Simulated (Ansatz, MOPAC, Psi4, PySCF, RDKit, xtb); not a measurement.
Pair of molecules: CH5N (SMILES CN) (first 7 atoms) with CH2O2 (SMILES O=CO); geometry from B3LYP-D3(BJ)/def2-TZVP, rigid monomers moved along the line of their centres of mass till N2···H12 is 2.95 Å.
(charge 0, multiplicity 1):
```xyz
12

C      0.195     0.646     0.155
N     -0.560    -0.442     0.793
H      0.986     0.958     0.836
H     -0.470     1.494    -0.012
H      0.647     0.364    -0.801
H      0.056    -1.224     0.990
H     -1.303    -0.778     0.191
O      1.320    -0.099     4.701
C      0.303     0.283     5.233
O     -0.881     0.389     4.658
H      0.259     0.592     6.288
H     -0.807     0.083     3.686
```

| level | interaction energy (kJ/mol) | cost |
|---|---|---|
| MMFF94 | -15.9 | - |
| UFF | -2.4 | - |
| GFN-FF | -16.4 | - |
| AM1 | -7.7 | - |
| PM3 | -6.0 | - |
| PM6 | -13.0 | - |
| PM7 | -20.5 | - |
| GFN1-xTB | -9.6 | - |
| GFN2-xTB | -14.0 | - |
| HF/3-21G (no counterpoise) | -24.0 | - |
| HF/6-31G* | -18.3 | - |
| HF/6-31G* (no counterpoise) | -20.9 | - |
| HF/aug-cc-pVDZ | -16.6 | - |
| PBE/def2-TZVPPD | -18.2 | ×1 |
| PBE-D3(BJ)/def2-TZVPPD | -20.2 | ×1 |
| PBE-D4/def2-TZVPPD | -20.1 | ×1 |
| BP86/6-31G* (no counterpoise) | -21.5 | - |
| r2SCAN/def2-TZVPPD | -18.1 | ×1 |
| r2SCAN-D3(BJ)/def2-TZVPPD | -19.3 | ×1 |
| r2SCAN-D4/def2-TZVPPD | -19.2 | ×1 |
| B3LYP/3-21G (no counterpoise) | -26.0 | - |
| B3LYP/6-31G* | -18.5 | - |
| B3LYP/6-31G* (no counterpoise) | -22.5 | - |
| B3LYP/6-311+G** (no counterpoise) | -18.5 | - |
| B3LYP/def2-TZVPPD | -16.4 | ×1 |
| B3LYP-D3(BJ)/def2-TZVPPD | -19.2 | ×1 |
| B3LYP-D4/def2-TZVPPD | -18.9 | ×1 |
| PBE0/def2-TZVPPD | -17.7 | ×1 |
| PBE0-D3(BJ)/def2-TZVPPD | -19.7 | ×1 |
| PBE0-D4/def2-TZVPPD | -19.6 | ×1 |
| M06-2X/6-31G* (no counterpoise) | -22.5 | - |
| wB97X-V/def2-TZVPPD | -19.2 | ×3 |
| wB97M-V/def2-TZVPPD | -18.9 | ×3 |
| MP2/6-31G* | -19.5 | - |
| MP2/6-31G* (no counterpoise) | -24.0 | - |
| MP2/aug-cc-pVDZ | -18.6 | - |
| SCS-MP2/aug-cc-pVDZ | -17.8 | - |
| CCSD/aug-cc-pVDZ | -18.0 | - |
| CCSD(T)/aug-cc-pVDZ | -18.4 | ×20 |
| SAPT0/jun-cc-pV(D+d)Z | -19.5 | - |

The rows run from -26.0 (B3LYP/3-21G (no counterpoise)) to -2.4 kJ/mol (UFF). In aug-cc-pVDZ the value moves HF -16.6, MP2 -18.6, CCSD -18.0, CCSD(T) -18.4, a shift of -1.9 from HF to CCSD(T). The dispersion term adds -2.1 in PBE-D3(BJ), -1.9 in PBE-D4, -1.2 in r2SCAN-D3(BJ). The 6 functionals in def2-TZVPPD without D3 or D4 span 2.9, from wB97X-V to B3LYP.

Counterpoise-corrected where a basis set is named; no monomer relaxation. Rows marked so take none. RDKit's UFF carries no charges.

Cores are frozen in the correlated methods. Rows in 3-21G, 6-311+G**, 6-31G* carry no dispersion term and start afresh at each structure (6-31G* with six Cartesian d functions). MP2/6-31G* freezes PySCF's default core. The state that AM1, PM3, PM6, PM7 reach isn't checked; PM7 holds dispersion and hydrogen-bond terms.

The values were computed with Ansatz (Gaussian orbitals); MOPAC for AM1, PM3, PM6, PM7 (differences of heats of formation); Psi4 for SAPT; PySCF for 3-21G rows, 6-311+G** rows, 6-31G* rows, the dispersion terms; RDKit for the force fields; xtb for the GFN methods. Each number belongs to the level named beside it.

Costs are rough ratios of core time to PBE/def2-TZVPPD (about 10 s over the structures, on one shared machine); a dash marks a level with no comparable run of its own.

Ansatz is a program for electronic structure.
